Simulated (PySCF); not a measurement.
Au⁺ (gold, charge +1): UHF calculation

Configuration: [Xe] 4f14 5d9 6s1, high-spin 3D determinant (an excited configuration). All numbers are calculated (PySCF 2.14, scalar relativity through the core potential, in aug-cc-pVTZ-PP with one added diffuse shell each of s, p, d, f, g type with ECP60MDF (7s7p6d4f3g, 113 functions)).

* Total energy: -134.423318 hartree
* One-electron energy: -231.1945 hartree
* Hartree (Coulomb) energy: 108.4302 hartree
* Exchange energy: -11.6590 hartree
* ⟨S²⟩: 2.0027
* ⟨L²⟩: 6.029
* Sum of ⟨r⟩: 24.94 bohr
* Sum of ⟨r²⟩: 42.45 bohr²
* Traceless quadrupole moment −½Σ⟨3z² − r²⟩ along its main axis: -0.695 e·bohr²

```json
{"shell": "5s α", "electrons": "1", "mean orbital energy (hartree)": "-5.13804", "spread (hartree)": "0", "rms radius, mean of both spins (bohr)": "1.01"}
{"shell": "5s β", "electrons": "1", "mean orbital energy (hartree)": "-5.06986", "spread (hartree)": "0", "rms radius, mean of both spins (bohr)": "1.01"}
{"shell": "5p α", "electrons": "3", "mean orbital energy (hartree)": "-3.19914", "spread (hartree)": "0.05932", "rms radius, mean of both spins (bohr)": "1.16"}
{"shell": "5p β", "electrons": "3", "mean orbital energy (hartree)": "-3.11529", "spread (hartree)": "0.04268", "rms radius, mean of both spins (bohr)": "1.16"}
{"shell": "5d α", "electrons": "5", "mean orbital energy (hartree)": "-0.89764", "spread (hartree)": "0.07027", "rms radius, mean of both spins (bohr)": "1.64"}
{"shell": "5d β", "electrons": "4", "mean orbital energy (hartree)": "-0.84578", "spread (hartree)": "0.05069", "rms radius, mean of both spins (bohr)": "1.64"}
{"shell": "6s α", "electrons": "1", "mean orbital energy (hartree)": "-0.62962", "spread (hartree)": "0", "rms radius, mean of both spins (bohr)": "2.85"}
```

Energies and moments cover only the electrons outside the core potential. Spin-orbit coupling, absent here, splits the open shell strongly.
